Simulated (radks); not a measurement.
Problem. Species: Ag14+. Configuration: [Ar] 3d10 4s2 4p3 (the NIST ground configuration). Calculated with a radial shooting solver on a logarithmic mesh with Libxc functionals: Dirac Kohn-Sham, PBE, spin-unpolarised, spherical densities, point nucleus; open shells are shared between the two j in proportion to 2j + 1. Some entries of the table are withheld. Estimate them.

orbital  occ.  eigenvalue (hartree)  <1/r> (bohr^-1)  <r^2> (bohr^2)
1s1/2       2             -942.7040              (1)        0.001308
2s1/2       2             -149.2217            11.40         0.02137
2p1/2       2             -139.5660            11.37         0.01597
2p3/2       4             -133.1156            10.69         0.01729
3s1/2       2             -36.91649            4.012          0.1531
3p1/2       2             -33.07935              (2)          0.1481
3p3/2       4             -31.92154              (3)          0.1567
3d3/2       4             -25.16273            3.599          0.1362
3d5/2       6             -24.92678            3.556          0.1387
4s1/2       2             -13.94779            1.715          0.7541
4p1/2       1             -12.58910            1.639          0.8042
4p3/2       2             -12.31972            1.593          0.8376

Solution. 
(1) 1s1/2 <1/r> (bohr^-1): 49.44
(2) 3p1/2 <1/r> (bohr^-1): 3.921
(3) 3p3/2 <1/r> (bohr^-1): 3.754
